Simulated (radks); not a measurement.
Values are calculated unless marked as measured or tabulated.
Species: Er2+. Configuration: [Xe] 4f11 6d1 (not the ground configuration). Level of theory: Dirac Kohn-Sham, BLYP, spin-unpolarised, spherical densities, point nucleus; open shells fill j = l - 1/2 first (a radial shooting solver on a logarithmic mesh with Libxc functionals).

Spin-orbit splittings of the eigenvalues, e(l+1/2) - e(l-1/2), with zeta = 2 splitting/(2l+1) and mean radii in bohr:

| shell | occ. | splitting (eV) | zeta (eV) | <r> j=l-1/2 | <r> j=l+1/2 |
|---|---|---|---|---|---|
| 2p | 6 | 917.2 | 611.5 | 0.07146 | 0.07874 |
| 3p | 6 | 192.6 | 128.4 | 0.2146 | 0.2283 |
| 3d | 10 | 42.09 | 16.83 | 0.2013 | 0.2055 |
| 4p | 6 | 43.49 | 28.99 | 0.5166 | 0.5479 |
| 4d | 10 | 7.922 | 3.169 | 0.5758 | 0.5869 |
| 4f | 11 | 1.155 | 0.3300 | 0.7624 | 0.7754 |
| 5p | 6 | 5.854 | 3.902 | 1.372 | 1.469 |
| 6d | 1 | 0.08636 | 0.03454 | 5.550 | 5.601 |
